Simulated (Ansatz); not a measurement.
Abridged output of a molecular run in Ansatz:

```
Functional definition: HF
1090 factors; integrals over basis functions are off by at most 1.2e-3 eV
mean field evaluation 1: about -85738.6768 eV, gradient 3.8e1 eV
mean field evaluation 2: about -85738.7254 eV, gradient 3.8e1 eV
mean field evaluation 4: about -85742.0676 eV, gradient 2.9e0 eV
mean field evaluation 8: about -85742.1137 eV, gradient 9.6e-2 eV
mean field -85742.11384000 eV, -3150.9645655280 hartree, gradient 1.2e-6 eV, S^2 0.000000; 0 other end points of the search recorded, 0 dependent functions left out
19 core orbitals not correlated: weight in the atoms' cores, before any rotation towards them, 1.000 or more for the frozen orbitals, at most 0.000 for the correlated occupied ones
reference -85742.11384000 eV, -3150.9645655280 hartree; 22, 22 occupied and 64, 64 virtual orbitals, 1090 factors
second order -16.39558636 eV of doubles, -0.00000000 eV of singles
cycle   1  -16.64701866 eV  change   -2.5e-1 eV  update   1.2e-1
cycle   2  -17.11753278 eV  change   -4.7e-1 eV  update   3.8e-2
cycle   3  -17.25717528 eV  change   -1.4e-1 eV  update   2.4e-2
cycle   4  -17.24546372 eV  change    1.2e-2 eV  update   6.3e-3
cycle   5  -17.24076810 eV  change    4.7e-3 eV  update   3.2e-3
cycle   6  -17.24239335 eV  change   -1.6e-3 eV  update   1.2e-3
cycle   7  -17.24185110 eV  change    5.4e-4 eV  update   4.9e-4
cycle   8  -17.24181965 eV  change    3.1e-5 eV  update   1.3e-4
cycle   9  -17.24188972 eV  change   -7.0e-5 eV  update   4.9e-5
cycle  10  -17.24187861 eV  change    1.1e-5 eV  update   1.9e-5
perturbative correction -0.44612690 eV, -0.0163948613 hartree
Total energy: -85759.80184552 eV, -3151.6145877413 hartree
```

Its atoms:

Z-matrix (Å, degrees):
```
Si
O 1 1.642
H 1 1.487 2 111.0
H 1 1.487 2 108.3 3 119.4
H 1 1.487 2 111.0 3 -121.2
Sn 2 1.964 1 140.4 3 60.5
Br 6 2.536 2 97.5 1 -0.0
```

Problem. Which basis set was used?
A. def2-SVPD
B. def2-TZVPP
C. def2-SVP
D. cc-pV(Q+d)Z

Solution. C. It gives 105 functions.

Problem. Write the keys of the input that set method, charge and spin (a neutral closed shell needs none for the last two).

Solution. 
```yaml
correlation: {method: ccsd_t}
```
